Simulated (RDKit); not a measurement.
Internal rotation in SMILES c1ccc(Oc2ccsc2)cc1, singlet. Scanned: dihedral C3–C4–O5–C6 and dihedral C4–O5–C6–C7; all other coordinates were relaxed at GFN2-xTB. Points at φ and −φ are mirror images.

Atom numbering (GFN2-xTB optimised geometry, Å):
```
20

C     -3.2616     0.2681     0.1122
C     -2.9309    -0.6664    -0.8552
C     -1.6089    -0.8816    -1.1935
C     -0.6031    -0.1572    -0.5608
O      0.6795    -0.3831    -0.9925
C      1.7342    -0.2311    -0.1439
C      3.0153     0.1169    -0.6563
C      3.9619     0.1533     0.3110
S      3.3236    -0.2287     1.8604
C      1.7524    -0.4550     1.2013
C     -0.9334     0.7931     0.3982
C     -2.2606     0.9974     0.7301
H     -4.2945     0.4313     0.3793
H     -3.7061    -1.2343    -1.3475
H     -1.3336    -1.6032    -1.9467
H      3.1895     0.3202    -1.6963
H      5.0027     0.3873     0.2138
H      0.9422    -0.7425     1.8408
H     -0.1578     1.3777     0.8703
H     -2.5110     1.7378     1.4754
```

Method: RDKit 2026.03.6 with UFF // GFN2-xTB.

Energy in kcal/mol above the lowest grid point; x is the dihedral C3–C4–O5–C6 (°), y the dihedral C4–O5–C6–C7 (°).

| y \ x | -150 | -120 | -90 | -60 | -30 | 0 | 30 | 60 | 90 | 120 | 150 | 180 |
|---|---|---|---|---|---|---|---|---|---|---|---|---|
| 180 | 3.5 | 1.8 | 3.2 | 1.7 | 4.6 | 14.0 | 4.6 | 1.7 | 3.2 | 1.8 | 3.5 | 14.0 |
| 150 | 11.9 | 4.9 | 4.4 | 2.3 | 0.5 | 4.9 | 12.1 | 5.5 | 4.4 | 2.5 | 0.4 | 4.3 |
| 120 | 6.0 | 8.2 | 7.4 | 5.4 | 2.5 | 2.4 | 5.9 | 8.3 | 7.4 | 5.6 | 2.6 | 2.4 |
| 90 | 4.7 | 7.6 | 9.3 | 7.3 | 4.8 | 3.6 | 4.6 | 7.4 | 9.3 | 7.5 | 4.8 | 3.6 |
| 60 | 2.8 | 5.5 | 7.2 | 7.9 | 6.2 | 2.5 | 2.7 | 5.3 | 7.1 | 7.6 | 6.2 | 2.4 |
| 30 | 0.0 | 2.0 | 3.6 | 4.4 | 11.6 | 5.4 | 0.1 | 1.8 | 3.6 | 3.9 | 11.1 | 4.6 |
| 0 | 2.8 | 0.7 | 2.0 | 0.6 | 4.3 | 13.3 | 4.3 | 0.6 | 2.0 | 0.7 | 2.8 | 13.2 |
| -30 | 11.1 | 3.9 | 3.6 | 1.8 | 0.1 | 5.4 | 11.6 | 4.4 | 3.6 | 2.0 | 0.0 | 4.6 |
| -60 | 6.2 | 7.6 | 7.1 | 5.3 | 2.7 | 2.5 | 6.2 | 7.9 | 7.2 | 5.5 | 2.8 | 2.4 |
| -90 | 4.8 | 7.5 | 9.3 | 7.4 | 4.6 | 3.6 | 4.8 | 7.3 | 9.3 | 7.6 | 4.7 | 3.6 |
| -120 | 2.6 | 5.6 | 7.4 | 8.3 | 5.9 | 2.4 | 2.5 | 5.4 | 7.4 | 8.2 | 6.0 | 2.4 |
| -150 | 0.4 | 2.5 | 4.4 | 5.5 | 12.1 | 4.9 | 0.5 | 2.3 | 4.4 | 4.9 | 11.9 | 4.3 |

The six lowest points that lie below all their neighbours on the grid: x = -150, y = 30 (0.0 kcal/mol); x = 150, y = -30 (0.0 kcal/mol); x = -30, y = -30 (0.1 kcal/mol); x = 30, y = 30 (0.1 kcal/mol); x = -150, y = -150 (0.4 kcal/mol); x = 150, y = 150 (0.4 kcal/mol). The lowest path on the grid from the first to the second passes x = 180, y = -150 at 4.3 kcal/mol.
